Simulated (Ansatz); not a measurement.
A single P atom.

ωB97X (restricted open-shell) on quartet P was run in several spherical basis sets with Ansatz (development build ahead of 0.2.0).

**Question.** Rank the basis sets by the total energy that they give, lowest first, with the distance from the lowest.
A. pcseg-2
B. cc-pVDZ
C. def2-TZVP
D. def2-SVP

**Answer.** A (0.00 eV), C (0.19 eV), B (0.26 eV), D (3.27 eV).

Totals follow the description of the cores as much as that of the bonds, so this order isn't one of quality for chemistry.
